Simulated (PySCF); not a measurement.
Ar²⁺: ionisation energy

Ar²⁺ [Ne] 3s2 3p4 (3P) → Ar³⁺ [Ne] 3s2 3p3 (4S), as a difference of total energies. All numbers are calculated (PySCF 2.14, no relativity, point nucleus, in aug-cc-pV(T+d)Z (6s5p4d2f, 55 functions)). Correlated levels: valence: [Ne] frozen. The calculations carry no spin-orbit coupling.

```json
{"method": "UHF", "ionisation energy (eV)": "39.400"}
{"method": "MP2 (valence)", "ionisation energy (eV)": "40.207"}
{"method": "SCS-MP2 (valence)", "ionisation energy (eV)": "40.294"}
{"method": "CCSD (valence)", "ionisation energy (eV)": "40.319"}
{"method": "CCSD(T) (valence)", "ionisation energy (eV)": "40.347"}
```

Problem. How much does correlation contribute at CCSD(T) (valence)?

Solution. 40.347 − (39.400) = 0.947 eV, measured against UHF.

A first-order spin-orbit estimate (lowest level to lowest level, LS coupling) adds 0.062 eV.

Errors of the correlated levels include the incompleteness of this basis and the frozen core.

For comparison: 40.735 ± 0.012 eV (semi-empirical (NIST evaluation); NIST Atomic Spectra Database, ionization energies).
